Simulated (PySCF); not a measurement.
Compound: C₆H₈O₂S.
Numbering: `[CH2:1]=[CH:2][O:3][C:4](=[O:5])[CH2:6][C:7]([CH3:8])=[S:9]` (hydrogens: H10, H11 on C1; H12 on C2; H13, H14 on C6; H15, H16, H17 on C8)

Structure used (PBE0-D3(BJ)/def2-SVP), in Å, numbered top down from 1:
```xyz
17
C6H8O2S angstrom
C     -3.9308   -0.0817   -0.1820
C     -2.7059   -0.0189   -0.6913
O     -1.6095   -0.1165    0.1291
C     -0.3824   -0.0161   -0.4214
O     -0.1892    0.1414   -1.5947
C      0.6683   -0.1072    0.6619
C      2.0209   -0.5560    0.1689
C      2.7426    0.3908   -0.7296
S      2.6200   -1.9991    0.6149
H     -4.7931   -0.0055   -0.8447
H     -4.0957   -0.2112    0.8897
H     -2.4670    0.1083   -1.7494
H      0.7451    0.9066    1.0979
H      0.3018   -0.7775    1.4492
H      2.8387    1.3781   -0.2459
H      3.7349    0.0094   -0.9961
H      2.1368    0.5448   -1.6384
```

Computed with PBE0-D3(BJ)/def2-SVP geometry optimisation, gas phase (PySCF 2.14.0).

Take the most abundant isotopes and a rigid rotor. The values belong to one conformer with, in the numbering `[CH2:1]=[CH:2][O:3][C:4](=[O:5])[CH2:6][C:7]([CH3:8])=[S:9]`, C1–C2–O3–C4 -178°, C2–O3–C4–O5 -1°, O3–C4–C6–C7 157°, C4–C6–C7–C8 67°.

(1) Give the principal moments of inertia and the rotational constants in MHz.

(2) What kind of rotor is it?

(3) Is it planar, by Δ = Ic − Ia − Ib?

(4) Give the other two planar moments, Paa and Pbb, and the rms extents of the mass along the axes.

(5) List the rotational levels J(Ka,Kc) to J = 2 (cm⁻¹).

(6) Which lines would a microwave search look for?

(7) Estimate the classical rotational partition function at 25 K, 298.15 K and 500 K.

## Answers

(1) Ia = 150.01, Ib = 818.56, Ic = 903.59 u·Å²; 505379 MHz·u·Å²/I gives A = 3369, B = 617.4, C = 559.3 MHz.

(2) A near-prolate asymmetric top: κ = (2 × 617.4 − 3369 − 559.3)/(3369 − 559.3) = -0.96.

(3) Not planar: Δ = Ic − Ia − Ib = -64.98 u·Å². For a rigid frame Δ = −2 Σ m c², so Σ m c² = 32.49 u·Å² lies off the ab plane: 7.86 from hydrogen and 24.63 from heavier atoms. The atom farthest from that plane is 1.86 Å away.

(4) Paa = Σ m a² = (Ib + Ic − Ia)/2 = 786.07 and Pbb = Σ m b² = (Ia + Ic − Ib)/2 = 117.52 u·Å². With the mass M = 144.02 u, the rms extents √(P/M) along a, b and c are 2.34, 0.90, 0.47 Å.

(5) Above 0(0,0):
J = 1: 1(0,1) 0.0393, 1(1,1) 0.1310, 1(1,0) 0.1330
J = 2: 2(0,2) 0.1177, 2(1,2) 0.2076, 2(1,1) 0.2134, 2(2,1) 0.4887, 2(2,0) 0.4888
Those of J = 1 are B + C, A + C and A + B.

(6) The dipole components are |μa| = 1.79 D, |μb| = 0.73 D, |μc| = 1.82 D. The squared components, which scale the intensities, stand as 0.97 : 0.16 : 1.00 (a : b : c). Some lines, for components of 0.1 D or more:

```tsv
type	branch	J(Ka,Kc)	MHz	lower level (cm⁻¹)
a	R	1(0,1) ← 0(0,0)	1177	0.000
a	R	2(1,2) ← 1(1,1)	2295	0.131
a	R	2(0,2) ← 1(0,1)	2352	0.039
a	R	2(1,1) ← 1(1,0)	2412	0.133
c	Q	2(1,2) ← 2(0,2)	2694	0.118
c	Q	1(1,1) ← 1(0,1)	2751	0.039
b	Q	1(1,0) ← 1(0,1)	2810	0.039
b	Q	2(1,1) ← 2(0,2)	2869	0.118
b	R	1(1,1) ← 0(0,0)	3928	0.000
c	R	1(1,0) ← 0(0,0)	3986	0.000
b	R	2(1,2) ← 1(0,1)	5047	0.039
c	R	2(1,1) ← 1(0,1)	5221	0.039
c	Q	2(2,1) ← 2(1,1)	8254	0.213
b	Q	2(2,0) ← 2(1,1)	8255	0.213
b	Q	2(2,1) ← 2(1,2)	8429	0.208
b	R	2(2,1) ← 1(1,0)	10666	0.133
c	R	2(2,0) ← 1(1,0)	10667	0.133
c	R	2(2,1) ← 1(1,1)	10724	0.131
b	R	2(2,0) ← 1(1,1)	10725	0.131
```

(7) Point group C1, symmetry number σ = 1; q = (√π/σ)·√((kT/h)³/(ABC)), k/h = 20836.6 MHz/K: 19500 at 25 K, 805000 at 298.15 K, 1750000 at 500 K.

No PBE0-D3(BJ)/def2-SVP frequencies stand behind this structure, so it isn't proved a minimum. Zero-point vibration and centrifugal distortion are left out. A rigid rotor knows nothing of internal rotation, which can split or shift real lines.
